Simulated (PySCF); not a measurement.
A structure optimised at r2SCAN-D4/def2-SVP, used in a PySCF frequency run:

```
Re
O 1 1.7098
O 1 1.7098 2 112.38
O 1 1.7098 2 112.38 3 127.95
C 1 2.0710 2 106.37 3 -116.02
H 5 1.1020 1 109.22 2 -60.00
H 5 1.1020 6 109.72 1 119.69
H 5 1.1020 6 109.72 7 120.63
```

Write its SMILES, formula and point group.

[CH3][Re](=[O])(=[O])=[O], CH₃O₃Re, C3v

What are its rotational constants (standard atomic weights)?

3.8161, 3.4506, 3.4506 GHz
